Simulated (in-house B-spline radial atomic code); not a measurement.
The numbers below are computed, except where a source is named.
Impurity-limited mobility of n-type InAs at n = 2.1008e16 cm⁻³

For InAs the NSM archive of the Ioffe Institute lists m* = 0.023 m0 and ε = 15.15.

One parabolic, isotropic band at zero temperature, uniform dielectric constant, impurities scattering independently, no phonons and no central-cell term; real bands flatten as E_F rises, which lowers the mobility at the highest densities. In effective units each ion is a point charge Z in an electron gas; its screened potential is solved self-consistently in the LDA with open boundaries (B-splines, partial waves to l = 16), which gives the phase shifts δ_l at the Fermi level.

Put the electron gas into effective units.

a* = 0.0529177 nm × 15.15/0.023 = 34.86 nm and Ha* = 27211.386 meV × 0.023/15.15² = 2.727 meV. From 4π (r_s a*)³/3 = 1/n, r_s = 0.645. Then k_F = 1.91916/r_s = 2.9754 per a*, E_F = k_F²/2 = 4.4266 Ha* = 12.1 meV, and Mott's number n^(1/3) a* = 0.962.

Self-consistent phase shifts (rad):

```json
{"l": "0", "donor, Z = +1": "0.4539", "acceptor, Z = −1": "-0.3964"}
{"l": "1", "donor, Z = +1": "0.1479", "acceptor, Z = −1": "-0.1474"}
{"l": "2", "donor, Z = +1": "0.0577", "acceptor, Z = −1": "-0.0612"}
{"l": "3", "donor, Z = +1": "0.0244", "acceptor, Z = −1": "-0.0267"}
{"l": "4", "donor, Z = +1": "0.0108", "acceptor, Z = −1": "-0.0120"}
{"l": "5", "donor, Z = +1": "0.0049", "acceptor, Z = −1": "-0.0055"}
{"l": "6", "donor, Z = +1": "0.0022", "acceptor, Z = −1": "-0.0025"}
{"l": "7", "donor, Z = +1": "0.0010", "acceptor, Z = −1": "-0.0012"}
{"l": "8", "donor, Z = +1": "0.0005", "acceptor, Z = −1": "-0.0006"}
```

With all partial waves the Friedel sums are 1.000 and -1.001, and Σ (l + 1) sin²(δ_l − δ_(l+1)) is 0.11127 for the donor and 0.08027 for the acceptor. The screened donor binds no level.

Find the transport cross sections, and compare them with the Born approximation for Thomas-Fermi screening (Brooks-Herring).

σ_tr = (4π/k_F²) × sum: 0.1579 a*² for the donor and 0.1139 a*² for the acceptor. Thomas-Fermi gives q_s² = 4k_F/π = 3.7884, so b = 4k_F²/q_s² = 9.348, and σ_Born = (2π/k_F⁴)(ln(1 + b) − b/(1 + b)) = 0.08016 × 1.4334 = 0.1149 a*² for either sign. The donor scatters 1.37 times and the acceptor 0.99 times as much. Two things differ from Brooks-Herring. First order with Lindhard's response and the LDA kernel gives 1.22 times σ_Born for either sign: screening weakens at large momentum transfer, and the exchange-correlation potential of the screening charge adds to the ion's own, which is the larger part in a thin gas. Higher orders then split the signs, leaving the donor at 1.13 and the acceptor, which keeps the electrons out, at 0.81 of that.

With no compensation, N_D = n, what are the mobility and the resistivity?

μ = e/(ħ k_F Σ N σ_tr), with e/ħ = 15.193 cm²/(V·s) per nm². Here k_F = 0.08536 nm⁻¹, a*² = 1215 nm², 1 cm⁻³ = 1e-21 nm⁻³, and Σ N σ_tr = 0.004031 nm⁻¹, a mean free path of 248 nm. So μ = 44100 cm²/(V·s) and ρ = 1/(n e μ) = 0.00673 Ω·cm. Brooks-Herring would give 60700 cm²/(V·s). k_F times the mean free path is 21.2.
